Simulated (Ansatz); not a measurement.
Reactions of C3H8Te (`CC[Te]C`).

Computed with Ansatz on PBE0-D4/def2-TZVP structures; ΔE is electronic, products minus reactants. CCSD(T)/CBS is the MP2 limit (def2-TZVPP, def2-QZVPP) plus CCSD(T) − MP2 in def2-TZVPP, frozen cores. This one scheme is used for every species. No spin–orbit coupling; open shells (•) take unrestricted orbitals. Elements past krypton have def2 core potentials. For As, Te outer-core shells are correlated without core-valence functions, which leaves a few kJ/mol of doubt a bond. Scalar relativity is left out up to krypton. Each species was taken in one conformer, which may not be the lowest.

(1) Order these by ΔE at CCSD(T)/CBS, lowest first. (Estimate.)
A. `CC[Te]C` + `CC=S` → `C[Te]C(C)=S` + `CC`
B. `CC[Te]C` → `[CH2]` (triplet) + `CC[TeH]`
C. `CC[Te]C` + H₂ → `C[Te]C` + CH₄
D. `CC[Te]C` + `N[SiH2]F` → `C[Te][SiH](N)F` + `CC`
E. `CC[Te]C` → `[CH3]`• + `[CH2][Te]C`•
F. `CC[Te]C` → `CC(C)[TeH]`
G. `CC[Te]C` + `O[AsH2]` → `C[Te][AsH]O` + `CC`
H. `CC[Te]C` → `[CH3]`• + `CC[Te]`•

Largest T1 diagnostic: 0.019, for `[CH2][Te]C`•.

Results:

(1) G (-102.2 kJ/mol), D (-84.8 kJ/mol), C (-69.2 kJ/mol), A (-39.1 kJ/mol), F (+4.4 kJ/mol), H (+271.4 kJ/mol), E (+382.4 kJ/mol), B (+447.3 kJ/mol).
